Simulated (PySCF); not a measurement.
Input file for PySCF: D3(BJ) and D4 dispersion corrections on C2H8OSe (a complex), monomers drawn apart or pushed together.

```python
from pyscf import gto
from pyscf.dispersion import dftd3, dftd4

mol = gto.M(
    atom='''
    C    -0.89416439    1.69410587   -0.20739339
    Se    0.59857725    0.44933573    0.06816918
    C    -0.43148371   -1.20351071   -0.17863480
    H    -1.66101380    1.51309350    0.54170218
    H    -0.49389250    2.69885104   -0.09093413
    H    -1.29244608    1.57289240   -1.21206378
    H    -1.21790498   -1.25642454    0.57019856
    H     0.26169880   -2.03116262   -0.04553532
    H    -0.84589694   -1.23098117   -1.18372368
    O    -1.08139045    0.20780170    2.68470358
    H    -0.77440144    0.25246267    3.59540756
    H    -0.28790340    0.32915987    2.13612717
    ''',
    basis='def2-svp',
    charge=0, spin=0, verbose=0, max_memory=1800)
d3, d4 = {}, {}
for xc in ['hf', 'pbe', 'blyp', 'revpbe', 'tpss', 'r2scan', 'b3lyp', 'pbe0', 'bhlyp', 'camb3lyp', 'b2plyp']:
    d3[xc] = float(dftd3.DFTD3Dispersion(mol, xc=xc, version='d3bj', atm=False).get_dispersion()['energy'])
    print(f'D3(BJ) {xc:10s} {d3[xc]:14.8f} Eh')
for xc in ['hf', 'pbe', 'blyp', 'revpbe', 'tpss', 'r2scan', 'b3lyp', 'pbe0', 'bhlyp', 'camb3lyp', 'b2plyp']:
    d4[xc] = float(dftd4.DFTD4Dispersion(mol, xc={'camb3lyp': 'cam-b3lyp'}.get(xc, xc), atm=True).get_dispersion()['energy'])
    print(f'D4     {xc:10s} {d4[xc]:14.8f} Eh')
```

It printed:

```
D3(BJ) hf            -0.06366181 Eh
D3(BJ) pbe           -0.00861599 Eh
D3(BJ) blyp          -0.01832264 Eh
D3(BJ) revpbe        -0.02159134 Eh
D3(BJ) tpss          -0.01088545 Eh
D3(BJ) r2scan        -0.00245374 Eh
D3(BJ) b3lyp         -0.01499947 Eh
D3(BJ) pbe0          -0.00750089 Eh
D3(BJ) bhlyp         -0.01180135 Eh
D3(BJ) camb3lyp      -0.00682125 Eh
D3(BJ) b2plyp        -0.00702164 Eh
D4     hf            -0.02710349 Eh
D4     pbe           -0.00777635 Eh
D4     blyp          -0.01708450 Eh
D4     revpbe        -0.02398800 Eh
D4     tpss          -0.01050284 Eh
D4     r2scan        -0.00195925 Eh
D4     b3lyp         -0.01247848 Eh
D4     pbe0          -0.00658030 Eh
D4     bhlyp         -0.00929854 Eh
D4     camb3lyp      -0.00665351 Eh
D4     b2plyp        -0.00544755 Eh
```

The run finished.

Cost: around 0.010 core-seconds (rough).
